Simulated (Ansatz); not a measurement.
Total energies of Sn₁₀H₁₅⁺, a cluster with a defect cut from the lattice of tin (one cap removed) from Ansatz at PBE0-D4/def2-TZVP, gas phase (1 Eh = 27.2114 eV = 2625.5 kJ/mol). The reference geometry is relaxed at PBE-D4/def2-SVP.

```xyz
25

Sn   -2.710    2.076    0.014
Sn   -1.419   -1.686    2.322
Sn   -1.378   -1.625   -2.396
Sn    1.437    2.025   -2.345
Sn    2.690   -1.734   -0.010
Sn    1.401    1.950    2.426
Sn   -2.668   -0.779   -0.036
Sn    0.056    2.595    0.041
Sn    1.288   -0.899    2.288
Sn    1.323   -0.827   -2.302
H    -3.419    2.723    1.448
H    -3.404    2.783   -1.400
H    -2.219   -1.050    3.715
H    -1.474   -3.413    2.331
H    -2.160   -0.971   -3.790
H    -1.421   -3.353   -2.431
H     0.586    2.728   -3.672
H     3.043    2.649   -2.232
H     2.690   -3.463   -0.034
H     4.308   -1.128    0.010
H     0.528    2.606    3.763
H     3.008    2.579    2.359
H    -4.361   -1.170   -0.054
H     2.108   -1.370    3.746
H     2.169   -1.246   -3.761
```

```tsv
state	geometry	energy (Eh)
charge 1 singlet	reference	-2152.06167
charge 2 doublet	reference	-2151.65085
charge 2 doublet	relaxed at PBE-D4/def2-SVP	-2151.68437
charge 0 doublet	reference	-2152.28499
charge 0 doublet	relaxed at PBE-D4/def2-SVP	-2152.29692
```

In the def2 sets Sn takes a core potential; there is no spin–orbit coupling. Single mean-field runs in def2-TZVP are fitted with def2-universal-jkfit.

Task: Work out the vertical ionisation energy to the doublet.

Result: E(charge 2 doublet) − E(charge 1 singlet) = -2151.65085 − (-2152.06167) = 0.41082 Eh = 11.18 eV. For comparison, −ε of the highest occupied level is 10.03 eV at this level, 1.15 eV less.

Task: Work out the vertical electron affinity, to the doublet.

Result: E(charge 1 singlet) − E(charge 0 doublet) = -2152.06167 − (-2152.28499) = 0.22332 Eh = 6.08 eV.

Task: Give the fundamental gap IE − EA, the Mulliken electronegativity (IE + EA)/2 and the hardness (IE − EA)/2.

Result: From the values in Eh: IE − EA = 0.41082 − 0.22332 = 0.18750 Eh = 5.10 eV; (IE + EA)/2 = 8.63 eV; (IE − EA)/2 = 2.55 eV. The HOMO–LUMO gap of the same run is 2.95 eV, 2.15 eV smaller than the fundamental gap.

Task: How much does the charge 2 doublet relax, and what is the adiabatic ionisation energy?

Result: Relaxation: -2151.65085 − (-2151.68437) = 0.03352 Eh = 0.91 eV. Adiabatic ionisation energy: 0.37730 Eh = 10.27 eV, without zero-point energy. Bonds change on the way (0 lost, 2 formed), so the relaxed form is another species. 

Task: How much does the charge 0 doublet relax, and what is the adiabatic electron affinity?

Result: Relaxation: -2152.28499 − (-2152.29692) = 0.01193 Eh = 0.32 eV. Adiabatic electron affinity: 0.23525 Eh = 6.40 eV, without zero-point energy.
